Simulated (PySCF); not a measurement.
Species: C4H10FSi (doublet state).
Structure used (GFN2-xTB), in Å, numbered top down from 1:
```
atom  x, y, z in Å
F1    -2.8335    0.7040    0.7575
C2    -2.4376   -0.0715   -0.3073
C3    -1.0854   -0.7120   -0.0315
C4     0.0327    0.3249    0.0747
C5     1.3850   -0.3225    0.3533
Si6    2.8021    0.9385    0.4617
H7    -2.3986    0.5922   -1.1778
H8    -3.2185   -0.8265   -0.4479
H9    -0.8706   -1.4123   -0.8418
H10   -1.1475   -1.2774    0.9012
H11    0.0839    0.8915   -0.8589
H12   -0.2125    1.0268    0.8745
H13    1.6009   -1.0435   -0.4423
H14    1.3238   -0.8971    1.2796
H15    2.9004    1.7682   -0.7335
H16    4.0678    0.3257    0.8451
```

The hyperfine couplings belong to this conformer and change with its torsions.

The species is `FCCCC[SiH2]` [radical].

Level of theory: UKS B3LYP, pcH-1 on C F H Si, non-relativistic, mean-field spin-orbit, GIAO in PySCF 2.14.0. One conformer (not necessarily the lowest) at the GFN2-xTB geometry, without solvent, vibrations or thermal averaging. A GFN2-xTB geometry isn't a minimum of the functional, and hyperfine couplings can be far from their values at a DFT geometry, by a factor of two or more for some ions and for spin on atoms past the first row. No stability test was run, so a lower SCF solution isn't excluded.

The isotropic 13C couplings are +10.3, +5.8, -0.8 MHz. Assign them to C3; C4; C5.

```json
{"site": "C3", "a_iso (MHz)": "-0.8", "ρ(0) (bohr⁻³)": "-0.0007", "position": "3 bonds from Si6", "distance from Si6 (Å)": "4.25", "spin population": "0.00", "largest |T| (MHz)": "0.3"}
{"site": "C4", "a_iso (MHz)": "+5.8", "ρ(0) (bohr⁻³)": "+0.0052", "position": "2 bonds from Si6", "distance from Si6 (Å)": "2.86", "spin population": "0.00", "largest |T| (MHz)": "1.3"}
{"site": "C5", "a_iso (MHz)": "+10.3", "ρ(0) (bohr⁻³)": "+0.0091", "position": "1 bond from Si6", "distance from Si6 (Å)": "1.90", "spin population": "-0.01", "largest |T| (MHz)": "6.9"}
```

ρ(0) is the spin density at the nucleus and T the dipolar tensor; a_iso includes a spin–orbit part; entries for several nuclei are means. The largest Mulliken spin population is on Si6 (+1.00). The angles at Si6 add up to 338.3°, so it is pyramidal.

Means are taken over nuclei equivalent by connectivity, which assumes that they swap fast. The 1H value of +31.5 MHz is a mean of couplings from 3.9 to 59.1 MHz in this one geometry, not an average over conformers.
